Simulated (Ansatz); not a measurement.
Correlation energies of `CO[SiH](C#N)OC` by basis set

```
atom   x (Å)   y (Å)   z (Å)
  C1   1.069  -0.174   2.443
  O2   0.370   0.517   1.428
 Si3   0.283   0.072  -0.121
  C4  -0.401  -1.661  -0.217
  N5  -0.808  -2.737  -0.284
  O6  -0.747   1.084  -0.842
  C7  -1.187   0.991  -2.182
  H8   0.679  -1.188   2.572
  H9   0.933   0.375   3.374
 H10   2.140  -0.230   2.222
 H11   1.604   0.017  -0.787
 H12  -1.861   1.826  -2.369
 H13  -1.727   0.055  -2.355
 H14  -0.348   1.053  -2.882
```

The species carries charge 0 and has multiplicity 1. Geometry: relaxed with PBE0-D4/def2-TZVP. It is one conformer, not always the lowest. Frozen core, restricted reference, the Gaussian-basis code of Ansatz. CBS rows extrapolate triple and quadruple zeta; past MP2 they add the triple-zeta difference.

| basis | HF (Eh) | MP2 corr. |
| --- | --- | --- |
| def2-TZVPP | -611.02022 | -1.26332 |
| def2-QZVPP | -611.04473 | -1.35506 |

Question: Estimate the CCSD correlation energy and the (T) correction in each basis where they were run (hartree).

Answer: 
```tsv
basis	CCSD corr.	(T)
def2-TZVPP	-1.30088	-0.05404
CBS(def2)	-1.46056	as TZ
```
